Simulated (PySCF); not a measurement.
Compounds:

A. `C#C/C=C\C#N`
B. `C(C)(=O)c1coc(C(=O)Cl)c1C`
C. SMILES CC(C)C1(OC(F)(F)F)CC1
D. SMILES C=C[C@@](C)(C(=O)Cl)[C@@H](C)F

Spectrum 1. ¹³C{¹H} NMR (computed): δ 195.6 (C), 165.2 (C), 157.2 (CH), 149.9 (C), 147.3 (C), 134.6 (C), 30.3 (CH3), 14.7 (CH3).

Spectrum 2. ¹³C{¹H} NMR (computed): δ 190.7 (C), 143.5 (CH), 126.7 (CH2), 94.2 (CH), 63.3 (C), 22.9 (CH3), 19.0 (CH3).

Spectrum 3. ¹³C{¹H} NMR (computed): δ 131.0 (C), 70.6 (C), 41.5 (CH), 20.4 (CH3), 15.0 (CH2).

Spectrum 4. ¹³C{¹H} NMR (computed): δ 137.2 (CH), 120.8 (C), 118.6 (CH), 105.6 (CH), 83.7 (C).

- shieldings: GIAO PBE0/pcSseg-1
- spin–spin couplings from B3LYP/pcJ-1
- geometry: GFN2-xTB
- program: PySCF 2.14.0 with density-fitted response routines
- no relativistic terms, a single conformation, averaged over atoms made equivalent by symmetry, fast rotation or ring inversion, isolated molecule

δ = σ(ref) − σ, references computed at the same level: TMS for ¹³C. Splittings of carbon signals by F and P are missing where no couplings were computed. Shifts are as computed. Against solution values, carbons near 30 ppm lie about +3 ppm off and those near 130 ppm about +5 ppm; carbons on Cl a further +6 ppm. Of 1211 compounds with measured shifts, 218 miss one by over three times the rms of a fit or turn the order of signals round; such compounds aren't used in these exercises. Carbons bonded to Cl come out too deshielded.

Which spectrum belongs to which compound?

## Answers

1–B, 2–D, 3–C, 4–A.

- Spectrum 1 (B): 8 ¹³C signals; δC 195.6 is a ketone carbonyl carbon; δC 30.3 is a methyl carbon α to a carbonyl.
- Spectrum 2 (D): 7 ¹³C signals; δC 143.5 is an alkene CH; δC 126.7 is a terminal =CH2 carbon.
- Spectrum 3 (C): 5 ¹³C signals; δC 131.0 is a CF3 carbon; δC 70.6 is a three-membered-ring carbon.
- Spectrum 4 (A): 5 ¹³C signals; δC 137.2 is an alkene CH; δC 120.8 is a nitrile carbon.
